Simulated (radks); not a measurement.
Results of a calculation; reference values are marked as such.
Q: Numerical settings for neutral carbon, [He] 2s2 2p2. Code: a radial shooting solver on a logarithmic mesh with Libxc functionals. Model: non-relativistic Kohn-Sham, TPSS, spin-polarised, spherical densities, point nucleus; open shells are filled with parallel spins first; meta-GGA in the generalised Kohn-Sham scheme. The defaults (mesh step 0.008 in ln r, mesh end at 40 bohr or more with all orbitals vanishing there, Anderson mixing 0.5 over 9 steps, residual threshold near 1e-9 with the energy settled to 1e-9 hartree or 1e-11 of itself, here a cap of 71 iterations) give E = -37.856 hartree and 2p at -6.164 eV in 23 iterations. Times are rough (one thread of a shared host). One setting is changed at a time: mesh step in ln r 0.005; mesh step in ln r 0.12; mesh step in ln r 0.2; mesh end (bohr) 5; mesh end (bohr) 1; residual threshold 1e-16; residual threshold 1e-05; mixing 0.2; linear mixing, mixing 0.05; linear mixing, mixing 0.5; mixing history 2; iteration cap 3. Which runs fail to converge, and which converge to a wrong energy?

A: Not converged within the cap: mesh step in ln r 0.12; mesh step in ln r 0.2; residual threshold 1e-16; linear mixing, mixing 0.05; linear mixing, mixing 0.5; mixing history 2; iteration cap 3. Settled on a wrong energy, with an occupied level pushed above zero by the early mesh end: mesh end (bohr) 1 (+26.6 hartree). Apart from these: settings that end as converged yet miss the energy by more than 1 mhartree: mesh end (bohr) 5 (+0.0182 hartree).
